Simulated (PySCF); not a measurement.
Structure problem from calculated spectra and properties.

Formula: C7H14P; charge +1.

| Property | Result |
| --- | --- |
| UV, first state | lowest singlet excitation: 7.09 eV (175 nm, f = 0.351) [TDDFT CAM-B3LYP/def2-SVPD] |
| Valence photoelectron | vertical ionisation energy: 14.59 eV [ΔSCF CAM-B3LYP/def2-SVPD] |
| 13C NMR | chemical shifts (computed TMS as zero) by class: 147.8 (1 C), 111.4 (1 C), 31.8 (1 C), 30.8 (1 C), 30.8 (1 C), 26.1 (1 C), 5.8 (1 C) ppm [GIAO KT2/pcSseg-1] |
| Polarisability | 99.1 au [CAM-B3LYP/def2-SVPD] |
| Triplet | lowest triplet excitation (Tamm–Dancoff): 4.24 eV [TDA CAM-B3LYP/def2-SVPD] |
| Rotational structure | rotational constants A, B, C: 2.636, 1.139, 0.860 GHz [PBE0-D3(BJ)/def2-SVP] |
| NMR, other nuclei | isotropic shieldings of nuclei other than C and H, by class: 321 (1 P) ppm [GIAO KT2/pcSseg-1] |
| 1H NMR | chemical shifts (computed TMS as zero) by class: 6.96 (1 H), 6.77 (1 H), 5.88 (1 H), 5.43 (1 H), 3.10 (1 H), 2.82 (1 H), 2.66 (1 H), 2.57 (1 H), 2.49 (1 H), 2.29 (1 H), 2.29 (1 H), 1.89 (3 H) ppm [GIAO KT2/pcSseg-1] |
| XPS | P2p3/2 142.7, C1s 294.2, C1s 294.6, C1s 294.6, C1s 295.2, C1s 295.2, C1s 295.3, C1s 295.6, P1s 2156.4 eV [ΔSCF SCAN, pcX-2 on the ionised atom, pcseg-1 elsewhere, spin-free X2C, 2p3/2 from a spin–orbit splitting computed afterwards within the 2p shell] |

Gas-phase values; electronic properties from PySCF, density fitting. Levels stand in brackets. The structure is a single PBE0-D3(BJ)/def2-SVP conformer in the gas phase; no vibrational or solvent corrections. NMR values are class means; diastereotopic atoms form classes of their own.

Q: Give a SMILES that accounts for the data.

A: Numbering: `[CH2:1]=[CH:2][P@@H+:3]([CH3:4])[CH:5]1[CH2:6][CH2:7][CH2:8]1`. 7 carbons fall into 7 classes; from least to most shielded: terminal =CH2 carbon [C1] (147.8 ppm), alkene CH carbon [C2] (111.4 ppm), ring sp3 carbon bound to phosphorus [C5] (31.8 ppm), four-membered-ring carbon [C8] (30.8 ppm), four-membered-ring carbon [C6] (30.8 ppm), four-membered-ring carbon [C7] (26.1 ppm), chain sp3 carbon bound to phosphorus [C4] (5.8 ppm). Hydrogen classes from least to most shielded: 1 H on a terminal =CH2 carbon, C1 (6.96 ppm), 1 H on a terminal =CH2 carbon, C1 (6.77 ppm), 1 H on an alkene CH carbon, C2 (5.88 ppm), 1 H on a phosphonium phosphorus, P3 (5.43 ppm), 1 H on an sp3 carbon bound to phosphorus, C5 (3.10 ppm), 1 H on a four-membered-ring carbon, C7 (2.82 ppm), 1 H on a four-membered-ring carbon, C8 (2.66 ppm), 1 H on a four-membered-ring carbon, C6 (2.57 ppm), 1 H on a four-membered-ring carbon, C7 (2.49 ppm), 1 H on a four-membered-ring carbon, C6 (2.29 ppm), 1 H on a four-membered-ring carbon, C8 (2.29 ppm), 3 H on an sp3 carbon bound to phosphorus, C4 (1.89 ppm). The other shieldings belong to: 321 ppm, phosphonium phosphorus [P3]. The core levels belong to: P2p3/2 142.7 eV, phosphonium phosphorus [P3]; C1s 294.2 eV, four-membered-ring carbon [C7]; C1s 294.6 eV, four-membered-ring carbon [C6]; C1s 294.6 eV, four-membered-ring carbon [C8]; C1s 295.2 eV, sp3 carbon bound to phosphorus [C5]; C1s 295.2 eV, terminal =CH2 carbon [C1]; C1s 295.3 eV, alkene CH carbon [C2]; C1s 295.6 eV, sp3 carbon bound to phosphorus [C4]; P1s 2156.4 eV, phosphonium phosphorus [P3]. The hole state at 295.2 eV has ⟨S²⟩ = 0.82 against 0.75, so that value is less sure. S1 is mainly HOMO→LUMO (weight 0.88); the largest Löwdin shares of the orbital it empties are 0.23 on the alkene CH carbon, 0.21 on the terminal =CH2 carbon, 0.10 on an sp3 carbon bound to phosphorus and 0.09 on a four-membered-ring carbon, of the orbital it fills 0.39 on the terminal =CH2 carbon, 0.28 on the alkene CH carbon, 0.10 on the phosphonium phosphorus and 0.05 on a vinylic hydrogen. The optimised geometry has point group C1 and is an asymmetric top. Structure: `C=C[P@@H+](C)C1CCC1`. Computed isomers that give other values at the same levels: `C#CC[PH2+]CCCC` (13C chemical shifts (computed TMS as zero) by class: 82.2 (1 C), 59.3 (1 C), 30.6 (1 C), 29.4 (1 C), 22.6 (1 C), 16.2 (1 C), 12.9 (1 C) ppm). The assignments are read from this structure; whether some other isomer fits the data as well wasn't checked. The mirror image fits equally.

The values belong to the conformer `[CH2:1]=[CH:2][P@@H+:3]([CH3:4])[CH:5]1[CH2:6][CH2:7][CH2:8]1`: C1–C2–P3–C4 123°, C2–P3–C5–C6 64°.
